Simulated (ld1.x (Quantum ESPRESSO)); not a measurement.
# What one change does to a pseudopotential (manganese (Mn), TM)

ld1.x (Quantum ESPRESSO) 7.5 input, shortened:

```
&input
   title='Mn', zed=25., rel=1, dft='PBE', iswitch=3,
   config='[Ar] 3d6 4s1 4p0'
 /
 &inputp
   pseudotype=2, tm=.true., lloc=-1, rcloc=1.25,
   nlcc=.false.
 /
3
3S  1  0   2.00   0.00  1.15  1.15  0.0
3P  2  1   6.00   0.00  0.90  0.90  0.0
3D  3  2   6.00   0.00  1.40  1.40  0.0
 &test
   configts(1)='3s2 3p6 3d6 4s1 4p0'
 /
```

Occupied shells without a wave of their own: 4s. They enter only through the test configuration that unscreens the potential.

Change: local potential the d channel.

Cutoffs: the cutoffs (Ry, on a coarse ladder) from which the occupation-weighted sum of valence levels, in a spherical-Bessel basis at the reference potential, stays within 10 and 1 mRy of its value at 400 Ry; they do not see the model core or the augmentation charge, which bear on the density cutoff. Errors are all-electron minus pseudo energies relative to the spin-unpolarised reference configuration.

How do hardness, ghosts and transferability respond?

The potential gets neither clearly harder nor softer (140 Ry and 230 Ry → 140 Ry and 230 Ry); the d channel sets the loose cutoff, while the largest relative change is in p, which becomes softer; of the 7 tests that both files solve, the error grows in 7 and shrinks in 0 by more than 15 % and 0.3 meV (median size 19.3 → 191.7 meV); the range in which the s phases agree narrows (upper end at the end of the scan → 0.6); the range in which the p phases agree narrows (upper end at the end of the scan → 2.7); neither file shows a bound ghost.

| quantity | base | changed |
| --- | --- | --- |
| cutoff, loose | 140 Ry | 140 Ry |
| cutoff, tight | 230 Ry | 230 Ry |
| loose cutoff by channel (10 mRy a level) | s 60 Ry, p 80 Ry, d 100 Ry | s 60 Ry, p 55 Ry, d 100 Ry |
| bound ghosts | none | none |
| largest miss of a reference level, eV | 0.03 | 0.11 |
| error for 3s2 3p6 3d5 4s2 4p0, meV [ΔE 0.36 eV] | -33 | +192 |
| error for 3s2 3p6 3d5 4s1 4p0, meV [ΔE 8.77 eV] | -0.2 | +18 |
| error for 3s2 3p6 3d5 4s0 4p0, meV [ΔE 24.37 eV] | +55 | -305 |
| error for 3s2 3p6 3d5 4s1 4p1, meV [ΔE 4.22 eV] | +3.6 | -46 |
| error for 3s2 3p6 3d4 4s0 4p0, meV [ΔE 56.89 eV] | +86 | -523 |
| error for 3s2 3p6 3d5.5 4s1.5 4p0, meV [ΔE -0.12 eV] | -15 | +72 |
| error for 3s2 3p6 3d4 4s2 4p1, meV [ΔE 8.16 eV] | -19 | +353 |
| s: phases at 1.55 bohr within 0.05 rad from the reference energy up to (Ry; the scan ends near 5) | to the end of the scan | 0.6 |
| p: phases at 1.55 bohr within 0.05 rad from the reference energy up to (Ry; the scan ends near 5) | to the end of the scan | 2.7 |
| d: phases at 1.55 bohr within 0.05 rad from the reference energy up to (Ry; the scan ends near 5) | 4.6 | 3.7 |

Changed file: The 4s level has no wave, so the channel is fitted at the deeper level alone: the likely source of the large errors.
